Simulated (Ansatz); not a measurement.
Consider the ligand exchange at the Al–C bond: `[F][AlH][CH](F)[SiH3]` + `N[SiH2]N` → `N[SiH2][NH][AlH][F]` + `FC[SiH3]`.

Program: Ansatz. Geometries: PBE0-D4/def2-TZVP. ΔE: electronic, gas phase. CCSD(T)/CBS adds triple-zeta CCSD(T) − MP2 to the extrapolated MP2 energy (def2 sets, frozen cores). This one scheme is used for every species. DFT in def2-TZVPP. B3LYP here is the variant with VWN-RPA as its local correlation; programs differ in this. Each species was taken in one conformer, which may not be the lowest.

(1) Is it downhill or uphill in electronic energy at CCSD(T)/CBS, and by how much? (An estimate is asked.)

(2) What do these levels give: PBE-D4, r2SCAN-D4, PBE0-D4, ωB97M-V, B2PLYP, B3LYP, HF/def2-TZVPP, SCS-MP2/def2-TZVPP, HF/def2-QZVPP, MP2/def2-QZVPP, HF/CBS(def2), CCSD/CBS(def2)? (An estimate is asked.)

Largest T1 diagnostic among the species: 0.013.

Answers

(1) The calculation gave: Downhill: ΔE = -27.4 kcal/mol.

(2) The calculation gave: PBE-D4 -24.5, r2SCAN-D4 -26.9, PBE0-D4 -25.8, ωB97M-V -26.5, B2PLYP -27.7, B3LYP -26.8, HF/def2-TZVPP -30.1, SCS-MP2/def2-TZVPP -29.1, HF/def2-QZVPP -30.2, MP2/def2-QZVPP -28.4, HF/CBS(def2) -30.2, CCSD/CBS(def2) -27.7 kcal/mol.

From PBE to PBE0 (25 % exact exchange), in def2-TZVPP and without D4, ΔE moves by −1.3 kcal/mol. In def2-TZVPP, CCSD(T) changes the Hartree–Fock value by +1.9 kcal/mol (the triples alone add +0.3 kcal/mol) and MP2 by +1.3 kcal/mol.
